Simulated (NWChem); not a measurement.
VOCl₂F; SMILES [O]=[V]([F])([Cl])[Cl]

```xyz
5

V      0.3179     0.0859     0.0000
O      0.9046     1.5159     0.0000
F      1.6096    -1.0260     0.0000
Cl    -0.8910    -0.1451    -1.7657
Cl    -0.8910    -0.1451     1.7657
```
Atoms are numbered in this order, from 1.

Level: B3LYP/6-31G* (spherical d) (NWChem), optimised geometry, unscaled harmonic frequencies. B3LYP is NWChem's, with the RPA form of VWN correlation.

Q: List the harmonic frequencies with IR intensities, and the thermochemistry.

A: 
| frequency (cm⁻¹) | IR intensity (km/mol) |
|---|---|
| 135 | 0.9 |
| 178 | 0.9 |
| 198 | 3.2 |
| 260 | 0.0 |
| 301 | 0.2 |
| 445 | 30.3 |
| 506 | 148.8 |
| 821 | 151.4 |
| 1173 | 156.6 |

The zero-point energy is 5.7 kcal/mol. The thermal correction to the enthalpy at 298.15 K (with zero-point energy) is 10.2 kcal/mol. The heat capacity Cv comes out as 18.4 cal/(mol K) and the entropy at 298.15 K and 1 atm (symmetry number 1) is 81.3 cal/(mol K). The dipole moment is 0.30 D.

Rigid rotor and harmonic oscillator.
